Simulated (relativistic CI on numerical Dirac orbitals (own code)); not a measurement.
Method of calculation: Dirac-Coulomb-Breit CI, separate exchange-only KLI orbitals for each configuration, a model potential for QED, unscaled Slater integrals (own radial code, finite nucleus).

CI space (outside the closed core [Ar]): 3d¹⁰4s², 3d¹⁰4s4p, 3d¹⁰4p², 3d¹⁰4s4d, 3d¹⁰4s4f, 3d¹⁰4d², 3d¹⁰4p4d, 3d¹⁰4f², 3d¹⁰4p4f, 3d¹⁰4d4f, 3d¹⁰4s5s, 3d¹⁰4s5p, 3d¹⁰4s5d, 3d¹⁰4s5f, 3d¹⁰4s5g, 3d¹⁰4s6s, 3d¹⁰4s6p, 3d¹⁰4s6d, 3d¹⁰4s6f, 3d⁹4s²4p, 3d¹⁰4s7s, 3d⁹4s²4d, 3d⁹4s²4f, 3d⁹4s²5s, 3d⁹4s²5p, 3d⁹4s²5d. Double excitations out of closed p, d and f shells are left out; levels of such configurations are missing from the list, as are those of other unlisted configurations, and high levels can miss mixing partners. These lack a partner that the ground configuration has and come out too high: 3d⁹4s²4p, 3d⁹4s²4d, 3d⁹4s²4f, 3d⁹4s²5s, 3d⁹4s²5p.

At this charge energies of transitions that change n are usually good to better than 1 %, and those within a shell (Δn = 0) to a few per cent.

Outline of the computed level scheme of Ir XLVIII. Lowest level of each configuration: 3d¹⁰4s² ¹S0 at 0.000 eV; 3d¹⁰4s4p ³P°0 at 92.776 eV; 3d¹⁰4p² ³P0 at 213.009 eV; 3d¹⁰4s4d ³D1 at 385.961 eV; 3d¹⁰4p4d ³F°2 at 483.689 eV; 3d¹⁰4s4f ³F°3 at 587.720 eV; 3d¹⁰4p4f ³G3 at 692.837 eV; 3d¹⁰4d² ³F2 at 779.608 eV.

Some strong electric-dipole decays among the lowest 45 levels: 3d¹⁰4d² ³P0 → 3d¹⁰4p4d ³D°1 (2.2e+12 s⁻¹); 3d¹⁰4p4d ³D°1 → 3d¹⁰4p² ³P0 (1.5e+12 s⁻¹); 3d¹⁰4s4d ³D2 → 3d¹⁰4s4p ³P°1 (1.3e+12 s⁻¹); 3d¹⁰4p² ¹S0 → 3d¹⁰4s4p ¹P°1 (1.2e+12 s⁻¹); 3d¹⁰4d² ³F2 → 3d¹⁰4p4d ³D°1 (1.2e+12 s⁻¹); 3d¹⁰4d² ³P1 → 3d¹⁰4p4d ³P°2 (1.1e+12 s⁻¹); 3d¹⁰4d² ³F2 → 3d¹⁰4p4d ³F°2 (1.1e+12 s⁻¹); 3d¹⁰4p4d ³F°3 → 3d¹⁰4s4d ³D2 (9.5e+11 s⁻¹).

LS names give the leading component of a level, which can be under half, so a name can repeat, a term be missing and a line seem to break the LS rules.
